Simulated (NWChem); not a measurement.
A calculation on germanium monoxide (GeO)

```
Ge
O 1 1.6486
```
Charge 0, spin multiplicity 1.

The numbers come from NWChem runs, not from measurements. All single points use one geometry, from PBE/def2-SVP, a minimum by its harmonic frequencies.

The Hamiltonian is non-relativistic. The correlated methods keep 10 core orbitals frozen.

Worked example. A B2PLYP run in 3-21G ends its self-consistent part (53 % exact exchange, 47 % B88, 73 % LYP) at -2141.20322 Ha, and second-order perturbation theory on those orbitals gives -0.29976 Ha unscaled.

The perturbative term enters with the weight 0.27: -2141.20322 + 0.27·(-0.29976) = -2141.28416 Ha is the total energy.
